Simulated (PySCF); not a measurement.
# NMR data sheet: C7H8ClP

```yaml
Formula: C7H8ClP
SMILES: CPc1ccc(Cl)cc1
Point_group_of_the_computed_structure: C1
Carbon_signals: 5
Proton_signals: 4
```

Structure with atom numbers: `[CH3:1][PH:2][c:3]1[cH:4][cH:5][c:6]([Cl:7])[cH:8][cH:9]1`; H(Xn) means a hydrogen on atom n.

PySCF calculation with coordinates at the GFN2-xTB level and NMR shieldings at PBE0/pcSseg-1/GIAO; equivalent nuclei averaged, no solvent, a single conformation, no relativistic terms.

References, each an isolated molecule treated in the same way: 1H, 13C vs TMS; H3PO4 for 31P.

```tsv
carbon	δC, type	δH (multiplicity)	HMBC from (2–3 bonds)	span of the C tensor (ppm)
C1	12.8, CH3	1.39 (m)	H(P2)	32
C3	146.4, C	–	H(C4)/H(C9), H(C5)/H(C8), H(P2), H(C1)	226
C4/C9	138.1, CH	7.64 (m)	H(C4)/H(C9), H(C5)/H(C8), H(P2)	220
C5/C8	134.7, CH	7.52 (m)	H(C4)/H(C9), H(C5)/H(C8)	204
C6	144.9, C	–	H(C4)/H(C9), H(C5)/H(C8)	180
```

Other nuclei:
```tsv
atoms	nucleus	environment	δ (ppm)	σ (ppm)
H(P2)	1H	hydrogen on a phosphorus bonded to 2 C	4.18	27.53
P2	31P	phosphorus bonded to 2 C, H	-78.0	396.3
```

1. δC 146.4: substituted aromatic carbon.
2. δC 144.9: aromatic carbon bearing chlorine.
3. δC 138.1, 134.7: aromatic CH; the aromatic region.
4. δH 7.64, 7.52: hydrogen on an aromatic CH; it sits in the deshielding region of the aromatic ring current.
5. δH 1.39: hydrogen on a methyl carbon bonded to P.

Carbons that carry Cl, above all several Cl atoms, come out too deshielded, partly because spin–orbit coupling is missing. Splittings by 31P in the carbon and heteronuclear signals aren't shown, as no couplings were computed. Shifts are as computed. Against solution values, carbons near 30 ppm lie about +3 ppm off and those near 130 ppm about +5 ppm; carbons on Cl a further +6 ppm. Of 1211 compounds with measured shifts, 218 miss one by over three times the rms of a fit or turn the order of signals round; such compounds aren't used in these exercises. Experimental scales use liquid or dissolved standards, which lie at an offset from isolated H3PO4. No couplings were computed; multiplicities are counted from neighbouring protons, with m where these are inequivalent, close in shift, in a saturated or five-membered ring or joined by F or P, and br s for small geminal =CH2 splittings.
